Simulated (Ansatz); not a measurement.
Program: Ansatz. Geometries: PBE0-D4/def2-TZVP. ΔE: electronic, gas phase. CBS: MP2 limit from def2 TZ/QZ plus the TZ coupled-cluster correction, frozen cores. This one scheme is used for every species. Functionals use def2-TZVPP. One conformer a species, not always the lowest.

`C[SiH2]B[SiH3]` + `C#CS` → `C#CSB[SiH2]C` + SiH₄  (cleavage of the B–Si bond)

```json
{"level": "PBE0-D4", "ΔE (kcal/mol)": "-24.0"}
{"level": "r2SCAN", "ΔE (kcal/mol)": "-24.3"}
{"level": "HF/CBS(def2)", "ΔE (kcal/mol)": "-4.3"}
{"level": "MP2/CBS(def2)", "ΔE (kcal/mol)": "-29.8"}
```

(1) What does CCSD(T)/CBS give? (An estimate is asked.)

Largest T1 diagnostic among the species: 0.013.

## Answers

(1) The calculation gave: -21.7 kcal/mol. The listed levels differ from it by -2.3, -2.6, 17.4, -8.1 kcal/mol.

In def2-TZVPP, CCSD(T) changes the Hartree–Fock value by −17.8 kcal/mol (the triples alone add −4.1 kcal/mol) and MP2 by −25.8 kcal/mol. From PBE to PBE0 (25 % exact exchange), in def2-TZVPP and without D4, ΔE moves by +1.1 kcal/mol.
